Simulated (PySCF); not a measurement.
# Correlation energy of Zr+ (zirconium, charge +1)

[Kr] 4d3, high-spin 4F determinant (an excited configuration). Computed with PySCF 2.14 in def2-QZVPPD with the def2 core potential (28 electrons), with a scalar-relativistic core potential. Frozen: nothing; 11 electrons correlated.

| level | correlation energy (mhartree) |
| --- | --- |
| CCSD | -281.73 |
| (T) | -7.35 |
| CCSD(T) | -289.08 |

Diagnostics: T1 = 0.0044, D1 = 0.0097, largest double amplitude 0.017.

Problem. Is a single reference adequate?

Solution. Yes, within this model without spin-orbit coupling: T1 lies below 0.03 and no double amplitude reaches 0.07.

The basis has no tight functions for the innermost shells, so their pair energies are far from complete.

This basis was not built for core-valence correlation, so the inner-shell part is incomplete.
